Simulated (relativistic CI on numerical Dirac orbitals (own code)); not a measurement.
Method of calculation: Dirac-Coulomb-Breit CI, orbitals from a KLI potential per configuration, a model potential for QED, unscaled Slater integrals (own radial code, finite nucleus).

The strongest absorption lines from the ground level of an ion, among the configurations computed and to levels below about 4940 eV (vacuum wavelength in nm, gf): 0.25189 (0.13), 0.25298 (0.057), 0.31677 (0.0035), 0.33077 (0.12), 0.33346 (0.34), 0.33737 (0.25), 4.1000 (0.14), 12.490 (0.0079).

Which ion is it?
A. Rh43+
B. Nb37+
C. Rh41+
D. Rb33+

C. Rh41+ has 4 electrons and the ground level 2s2 1S_0; the strongest line goes to 2s 3p 1P°_1. The pattern of lines fixes the number of electrons, and along that sequence the line energies rise steadily with the charge (about as its square where n changes within one kind of shell, about linearly where n is kept but much faster in heavy ions where fine structure, which grows about as Z⁴, sets the gap, and irregularly where shells cross), which fixes Z. Configurations outside the model, such as inner-shell arrays, can give stronger lines. At this charge energies of transitions that change n are usually good to better than 1 %, and those within a shell (Δn = 0) to a few per cent.

LS names give the leading component of a level, which can be under half, so a name can repeat, a term be missing and a line seem to break the LS rules.
